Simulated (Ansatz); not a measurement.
Ideal-gas functions of Cl$_{3}$HSTi, SMILES `[SH][Ti]([Cl])([Cl])[Cl]` at 600 K and 1 bar, from an Ansatz frequency run at PBE0-D4/def2-TZVP.

Molar mass 187.3 g/mol, point group Cs (symmetry number 1), electronic degeneracy 1, moments of inertia 432.57, 448.127, 459.441 u Å². Harmonic wavenumbers (cm⁻¹, unscaled): 94, 106, 126, 132, 132, 167, 381, 448, 499, 500, 552, 2670.

Use S(trans) = R[1.5 ln M + 2.5 ln T − 1.1517]; rotational temperatures θ = 24.2544 K / I; S(rot) = R[ln(√π/σ · √(T³/θAθBθC)) + 1.5]; for each mode x = 1.438777 ν̃/T, S = R[x/(eˣ − 1) − ln(1 − e⁻ˣ)] and H = RT x/(eˣ − 1); 1 cm⁻¹ = 0.0119627 kJ/mol; R = 8.31446 J/(mol·K).

**Question.** By hand: the entropy, in J/(mol·K).

**Answer.** Translation 188.7. Rotation: θ = 0.0561, 0.0541, 0.0528 K, giving 133.3. Vibration, mode by mode: 20.72, 19.73, 18.30, 17.91, 17.91, 15.98, 9.35, 8.11, 7.30, 7.29, 6.56, 0.10, in all 149.3. Electronic 0.0. Sum 471.3 J/(mol·K).

**Question.** By hand: H − E and G − E in kJ/mol, counted from the electronic energy.

**Answer.** Zero-point energy ½ × 5807 × 0.0119627 = 34.7; thermal vibration 39.1; translation, rotation and pV give 4 RT = 20.0. H − E = 93.8 kJ/mol, and G − E = 93.8 − 600 × 471.3/1000 = -189.0 kJ/mol.

Vibration gives 32 % of the entropy, 94.6 J/(mol·K) of it from the modes under 150 cm⁻¹: soft modes count most, and the harmonic formula is weakest for them. The sum counts one conformer and one mirror image; others add a mixing term.
